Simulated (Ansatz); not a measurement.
Basis-set extrapolation for CH6FPSi (`C[SiH](F)P`) (PBE0-D4/def2-TZVP geometry, frozen core, the Gaussian-basis code of Ansatz). Multiplicity 1, RHF reference.

```csv
,def2-TZVPP,def2-QZVPP
HF,-770.637550,-770.663427
MP2 correlation,-0.708784,-0.766536
CCSD(T) correlation,-0.783705,not run
```

Energies in hartree. Use E(X) = E(∞) + A·exp(−7.88·√X) for Hartree–Fock and E(X) = E(∞) + B·X^(−2.97) for correlation, with X = 3 and 4, and add CCSD(T) minus MP2 of the smaller set to the MP2 limit.

**Question.** What is the CCSD(T) energy at the basis-set limit?

**Answer.** HF limit: -770.663427 + (-0.025877) × 0.13774 = -770.66699. MP2 limit: -0.766536 + (-0.057752) × 0.74074 = -0.80932. Higher-order term: -0.783705 − (-0.708784) = -0.07492. Total: -771.55123 hartree, 3.54 eV below CCSD(T)/def2-TZVPP.
